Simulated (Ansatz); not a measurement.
**Strength of the Zn–C bond: C2H6OZn → CH3OZn + CH3**

Gas-phase species: C2H6OZn `C[O][Zn][CH3]`, singlet; CH3OZn `C[O][Zn]`, doublet; CH3 (methyl radical) `[CH3]`, doublet. 

Shapes, held fixed at every level: PBE0-D4/def2-TZVP. Programs: Ansatz 0.2.0. Electronic energies: no zero-point or thermal term.

```
              level                    kind  ΔE (kJ/mol)  CPU time (sum over the molecules)
      HF/def2-TZVPP            Hartree–Fock       +182.6                                  –
   SPW92/def2-TZVPP                     LDA       +382.4                              9.4 s
  PBE-D4/def2-TZVPP                     GGA       +315.1                               17 s
B3LYP-D4/def2-TZVPP           global hybrid       +297.5                               29 s
BHLYP-D4/def2-TZVPP           global hybrid       +288.2                               19 s
 wB97X-V/def2-TZVPP  range-separated hybrid       +329.7                               40 s
 wB97M-V/def2-TZVPP  range-separated hybrid       +325.9                               72 s
```

wB97M-V/def2-TZVPP gives ΔE = +325.9 kJ/mol; the levels span +182.6 to +382.4. The median of the levels is +315.1. Hartree–Fock misses the correlation of the pair that is broken and comes out low. No measured value is set beside it here. Open shells run unrestricted. Relativity is left out for Zn. Times are processor times on shared x86 and Arm servers, and rough.
